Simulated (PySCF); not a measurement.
Molecule: SMILES [SiH3]N([SiH3])[SiH2]Cl, ClH8NSi3.

Atom-mapped SMILES (the numbers label the heavy atoms): `[SiH3:1][N:2]([SiH3:3])[SiH2:4][Cl:5]`. Hydrogens are named by the atom that carries them.

Geometry PBE0-D3(BJ)/def2-SVP throughout; GIAO in PySCF 2.14.0 with density-fitted response routines, gas phase, one conformer, non-relativistic; equivalent atoms averaged; basis pcSseg-1.

For orientation, PBE gives these absolute shieldings σ: Si4 343.9, Si1/Si3 379.6, N2 247.5, Cl5 880.9, H(Si4) 25.63, H(Si1)/H(Si3) 26.30 ppm.

A run gave: Si4 369.3, Si1/Si3 403.2, N2 249.3, Cl5 885.6, H(Si4) 25.65, H(Si1)/H(Si3) 26.31 ppm (absolute shieldings σ).

**Question.** Which functional was used in that run?
A. BHandHLYP
B. KT2
C. wB97X-D
D. mPW1PW91
E. B97-2

**Answer.** B. Cl5 tells them apart best: KT2 gives 885.6, mPW1PW91 gives 908.6, B97-2 gives 911.8, BHandHLYP gives 925.5, wB97X-D gives 913.7 ppm.
